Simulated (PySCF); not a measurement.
C₂H₆Be. Atoms are numbered in the order given.

```xyz
9

Be     0.0000     0.0000     0.0000
C      0.0000     0.0000    -1.6807
H      0.8834     0.4978    -2.0961
H     -0.8728     0.5162    -2.0961
H     -0.0106    -1.0140    -2.0961
C      0.0000     0.0000     1.6807
H      0.8834    -0.4978     2.0961
H     -0.8728    -0.5162     2.0961
H     -0.0106     1.0140     2.0961
```

Geometry optimised at r2SCAN-D4/def2-TZVP. The isomer is the one that the SMILES or the coordinates give; other isomers of the formula were not compared.

These are CAM-B3LYP/def2-TZVPD in PySCF values and carry that method's errors.

Isolated molecule, no solvent.

Q: Estimate the frontier levels, gap, dipole moment and polarisability. (Estimate from the structure and the level; the computed values follow.)

A: 
```yaml
highest_occupied_level: -9.52 eV
lowest_empty_level: 0.49 eV
orbital_gap: 10.01 eV
dipole_moment: 0.00 D
quadrupole, principal values (traceless, Buckingham form, about the centre of nuclear charge): -4.85, 2.43, 2.43 D·Å
mean_static_polarisability: 42.1 bohr³ (6.25 Å³)
polarisability_principal_values: 38.6, 38.6, 49.3 bohr³
```
